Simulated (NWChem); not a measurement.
Species: BSiH5O3; SMILES OB(O[SiH3])O

```xyz
10

B      0.0332     0.9590     0.0000
O      0.8137     2.0776     0.0000
H      0.3343     2.9084     0.0000
O     -1.3389     0.9600     0.0000
H     -1.7603     1.8220     0.0000
O      0.6658    -0.2449     0.0000
Si     0.0371    -1.7914     0.0000
H     -0.7906    -2.0311    -1.2190
H     -0.7906    -2.0311     1.2190
H      1.1975    -2.7247     0.0000
```
Atoms are numbered in this order, from 1.

All runs: NWChem. Medium grid unless said otherwise, to which SCAN and Minnesota functionals are sensitive. All runs use the structure optimised with PBE0/def2-SVP. Total energies of different functionals are on different scales.

| level | energy (Ha) | highest occupied level (eV) | orbital gap (eV) | dipole (D) |
|---|---|---|---|---|
| B3LYP/def2-SVP | -542.9528 | -8.37 | 8.66 | 3.15 |
| PBE/def2-SVP | -542.4857 | -7.08 | 6.79 | 3.12 |
| LDA (Slater exchange, PW92)/def2-SVP | -539.8465 | -7.15 | 6.67 | 3.22 |
| PW6B95/def2-SVP | -543.4722 | -8.75 | 9.35 | 3.14 |
| r2SCAN0/def2-SVP | -542.7349 | -8.93 | 9.97 | 3.20 |
| LC-BLYP (range parameter 0.33 per bohr)/def2-SVP | -542.2180 | -10.83 | 13.17 | 3.22 |
| B97-D/def2-SVP | -542.7700 | -7.14 | 7.00 | 3.12 |
| RPBE/def2-SVP | -542.8732 | -7.05 | 6.79 | 3.10 |
| Hartree-Fock/def2-SVP | -541.0370 | -12.36 | 16.22 | 3.28 |
| KT2/def2-SVP | -549.1339 | -7.18 | 6.77 | ? |
| B3PW91/def2-SVP | -542.7977 | -8.41 | 8.95 | 3.16 |

Q: Fill in the missing entries.

A: 
- KT2/def2-SVP, dipole (D): 3.00
